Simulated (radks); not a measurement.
Problem. Ionisation of the ruthenium ion Ru+, [Kr] 4d7, to [Kr] 4d6 as the strength of local exchange is varied. All-electron calculation, scalar-relativistic Kohn-Sham, Slater X-alpha exchange (alpha = 2/3 is LDA exchange), no correlation, spin-polarised, spherical densities, point nucleus; open shells are filled with parallel spins first (spin-orbit coupling, left out, can overturn this in heavy ions). Program: a radial shooting solver on a logarithmic mesh with Libxc functionals.

| alpha | E(Ru+) (hartree) | exchange (hartree) | IE (eV) | -e of the level emptied (eV) | <r> of it (bohr) |
|---|---|---|---|---|---|
| 0.662 | -4521.11271 | -123.71285 | 15.371 | 10.173 (4d) | 1.692 |
| 0.667 | -4522.04883 | -124.67326 | 15.431 | 10.225 (4d) | 1.690 |
| 0.869 | -4560.03152 | -163.79846 | 18.003 | 12.499 (4d) | 1.597 |
| 0.948 | -4574.97276 | -179.27163 | 19.095 | 13.482 (4d) | 1.564 |
| 0.983 | -4581.60784 | -186.15760 | 19.594 | 13.935 (4d) | 1.550 |
| x | -4564.94352 | -168.88026 | 18.357 | 12.816 (4d) | 1.586 |

Which alpha was used in the last row?

Solution. alpha = 0.895. NIST Atomic Spectra Database: 16.8 +/- 0.06 eV (semi-empirical). The Delta-SCF value meets it near alpha = 0.77. Open shells are spherical and high-spin; term and fine-structure splittings are not resolved.
